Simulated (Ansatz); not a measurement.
Reaction (substitution at a C–Si bond): `C[Si](F)(S)S` + `O[SiH3]` → `CO[SiH3]` + `F[SiH](S)S`

Gas-phase electronic energies from Ansatz, PBE0-D4/def2-TZVP geometries. CCSD(T)/CBS adds triple-zeta CCSD(T) − MP2 to the extrapolated MP2 energy (def2 sets, frozen cores). DFT in def2-TZVPP. B3LYP here is the variant with VWN-RPA as its local correlation; programs differ in this. One conformer a species, not always the lowest.

CCSD(T)/CBS gives +1.17 eV.

(1) Another level gave +1.13 eV. Which?
A. PBE0/def2-TZVPP
B. HF/def2-TZVPP
C. B3LYP/def2-TZVPP
D. MP2/def2-TZVPP

Largest T1 diagnostic among the species: 0.012.

## Answers

(1) A. PBE0 1.13, MP2/def2-TZVPP 1.22, B3LYP 1.05, HF/def2-TZVPP 0.98 eV.

The D4 term adds +0.05 eV with B3LYP and +0.03 eV with PBE0; it sums over pairs of atoms, weighted by their polarisabilities, and B3LYP, whose exchange is more repulsive, gets the larger term. In def2-TZVPP, CCSD(T) changes the Hartree–Fock value by +0.16 eV (the triples alone add +0.02 eV) and MP2 by +0.24 eV.
